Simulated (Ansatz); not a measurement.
Wavefunction ladder for C2F4O, SMILES `O=C(F)C(F)(F)F`

| atom | x (Å) | y (Å) | z (Å) |
| --- | --- | --- | --- |
| O1 | 0.1206 | -1.4356 | 1.2211 |
| C2 | 0.2769 | -0.8413 | 0.2231 |
| F3 | 0.9272 | -1.3170 | -0.8298 |
| C4 | -0.2235 | 0.5850 | -0.0813 |
| F5 | 0.8091 | 1.3753 | -0.3590 |
| F6 | -1.0378 | 0.5624 | -1.1321 |
| F7 | -0.8725 | 1.0712 | 0.9581 |

Total charge 0; spin multiplicity 1. Geometry: relaxed with PBE0-D4/def2-TZVP. Frozen core, restricted reference, Ansatz. CBS rows extrapolate triple and quadruple zeta; past MP2 they add the triple-zeta difference.

| basis | HF (Eh) | MP2 corr. |
| --- | --- | --- |
| def2-SVP | -547.91600 | -1.16188 |
| def2-TZVPP | -548.59808 | -1.51727 |
| def2-QZVPP | -548.62166 | -1.65233 |

(1) Estimate the CCSD correlation energy and the (T) correction in each basis where they were run (hartree).

Answers

(1) 
| basis | CCSD corr. | (T) |
| --- | --- | --- |
| def2-SVP | -1.17494 | -0.02793 |
| def2-TZVPP | -1.51750 | -0.05376 |
| CBS(def2) | -1.75262 | as TZ |
